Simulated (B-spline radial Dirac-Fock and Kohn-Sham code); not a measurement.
Photoionisation of vanadium ions at Ag Kα (22162.9 eV)

Calculated with a radial B-spline solver, using Dirac-Hartree-Slater photoionisation with all multipoles and Dirac-Fock thresholds. Cross sections in kb; a dash marks an empty subshell or a threshold above the photon energy.

| ion | configuration | total | 1s | 2p1/2 | 2p3/2 | 3d3/2 | 3d5/2 |
| --- | --- | --- | --- | --- | --- | --- | --- |
| V | [Ar] 3d3 4s2 | 1.083 | 0.977 | 0.00560 | 0.0101 | 1.57e-06 | 2.21e-06 |
| V²⁺ | [Ar] 3d3 | 1.083 | 0.977 | 0.00560 | 0.0101 | 1.69e-06 | 2.38e-06 |
| V¹⁰⁺ | [Ne] 3s2 3p1 | 1.088 | 0.978 | 0.00573 | 0.0104 | – | – |
| V¹¹⁺ | [Ne] 3s2 | 1.089 | 0.979 | 0.00576 | 0.0104 | – | – |
| V¹⁶⁺ | [He] 2s2 2p3 | 1.081 | 0.983 | 0.00341 | 0.00620 | – | – |
| V¹⁸⁺ | [He] 2s2 2p1 | 1.086 | 0.989 | 0.00124 | 0.00225 | – | – |
| V¹⁹⁺ | [He] 2s2 | 1.088 | 0.991 | – | – | – | – |
| V²¹⁺ | 1s2 | 1.005 | 1.01 | – | – | – | – |
| V²²⁺ | 1s1 | 0.5086 | 0.509 | – | – | – | – |
